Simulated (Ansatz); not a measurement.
`C=C[SiH](Cl)N[SiH2]Cl`. Charge 0, multiplicity 1. All single points use the PBE0-D4/def2-TZVP geometry. It is one conformer, not always the lowest.

```xyz
14

C    -1.664    1.379    0.951
C    -1.243    0.796   -0.169
Si   -0.827   -1.000   -0.204
Cl   -1.850   -1.960   -1.715
N     0.860   -1.192   -0.492
Si    2.093   -0.013   -0.342
Cl    2.573    0.401    1.621
H    -1.780    0.822    1.876
H    -1.909    2.437    0.996
H    -1.147    1.394   -1.072
H    -1.263   -1.648    1.055
H     1.185   -2.144   -0.594
H     3.321   -0.538   -0.978
H     1.651    1.266   -0.933
```

(1) What is the dipole moment at B3LYP/def2-TZVPP? (Estimate.)

(2) And with PBE, r2SCAN, ωB97M-V? (Estimate.)

(3) Give the Mulliken charges with B3LYP, ωB97M-V, PBE in def2-TZVPP. (An estimate is asked.)

Answers

(1) The calculation gave: 0.40 D, with components (0.10, 0.38, -0.09) D in this frame, pointing from negative to positive charge.

(2) The calculation gave: PBE 0.37 D, r2SCAN 0.39 D, ωB97M-V 0.40 D.

(3) The calculation gave: 
| atom | B3LYP | ωB97M-V | PBE |
| --- | --- | --- | --- |
| C1 | -0.16 | -0.14 | -0.15 |
| C2 | -0.24 | -0.30 | -0.19 |
| Si3 | 0.54 | 0.49 | 0.44 |
| Cl4 | -0.26 | -0.22 | -0.23 |
| N5 | -0.32 | -0.33 | -0.26 |
| Si6 | 0.47 | 0.36 | 0.38 |
| Cl7 | -0.26 | -0.23 | -0.23 |
| H8 | 0.10 | 0.10 | 0.09 |
| H9 | 0.11 | 0.12 | 0.10 |
| H10 | 0.11 | 0.12 | 0.09 |
| H11 | -0.09 | -0.04 | -0.08 |
| H12 | 0.12 | 0.11 | 0.14 |
| H13 | -0.06 | -0.01 | -0.05 |
| H14 | -0.06 | -0.02 | -0.06 |

B3LYP here is the variant with VWN-RPA as its local correlation; programs differ in this.

Computed with Ansatz.
